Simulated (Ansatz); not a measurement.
A structure relaxed at r2SCAN-D4/def2-SVP in Ansatz, charge 0, singlet:

| atom | x (Å) | y (Å) | z (Å) |
| --- | --- | --- | --- |
| C1 | 0.9844 | -1.5036 | -2.5461 |
| Sn2 | -0.9921 | -1.1159 | -1.7284 |
| C3 | -1.6450 | -2.9583 | -0.7800 |
| C4 | -2.3396 | -0.6994 | -3.3819 |
| Sn5 | -0.8335 | 0.9621 | 0.1333 |
| C6 | -0.7705 | 2.8990 | -0.8652 |
| C7 | -2.6043 | 0.9965 | 1.4045 |
| Sn8 | 1.4775 | 0.5553 | 1.6507 |
| C9 | 1.6680 | -1.5580 | 2.1236 |
| C10 | 1.4990 | 1.6711 | 3.5156 |
| C11 | 3.2520 | 1.1020 | 0.5225 |
| H12 | 0.9454 | -2.3623 | -3.2343 |
| H13 | 1.6894 | -1.7375 | -1.7338 |
| H14 | 1.3607 | -0.6264 | -3.0938 |
| H15 | -0.9484 | -3.2404 | 0.0235 |
| H16 | -2.6506 | -2.8406 | -0.3495 |
| H17 | -1.6710 | -3.7681 | -1.5259 |
| H18 | -3.3635 | -0.5412 | -3.0117 |
| H19 | -2.0173 | 0.2029 | -3.9225 |
| H20 | -2.3432 | -1.5501 | -4.0810 |
| H21 | 0.1117 | 2.9685 | -1.5181 |
| H22 | -1.6767 | 3.0341 | -1.4747 |
| H23 | -0.7225 | 3.7031 | -0.1154 |
| H24 | -2.7206 | 0.0380 | 1.9310 |
| H25 | -3.4998 | 1.1761 | 0.7905 |
| H26 | -2.5147 | 1.8030 | 2.1478 |
| H27 | 1.6780 | -2.1525 | 1.1973 |
| H28 | 2.6089 | -1.7389 | 2.6662 |
| H29 | 0.8274 | -1.8971 | 2.7476 |
| H30 | 1.4518 | 2.7521 | 3.3162 |
| H31 | 2.4262 | 1.4530 | 4.0679 |
| H32 | 0.6387 | 1.3906 | 4.1413 |
| H33 | 3.3151 | 0.5057 | -0.3999 |
| H34 | 4.1497 | 0.9089 | 1.1305 |
| H35 | 3.2295 | 2.1682 | 0.2522 |

(1) Give its formula, name or SMILES and point group.

(2) Summarise the bond lengths by kind (pairs closer than 1.2 times the sum of covalent radii, bridged metal pairs left out).

## Answers

(1) `[CH3][Sn]([CH3])([CH3])[Sn]([CH3])([CH3])[Sn]([CH3])([CH3])[CH3]`. Point group C2 (tolerance 0.1 Å).

(2) 8 × C–Sn 2.17 to 2.18 Å; 2 × Sn–Sn 2.79 Å; 24 × C–H 1.10 Å.

In the def2 sets Sn takes a core potential; there is no spin–orbit coupling.
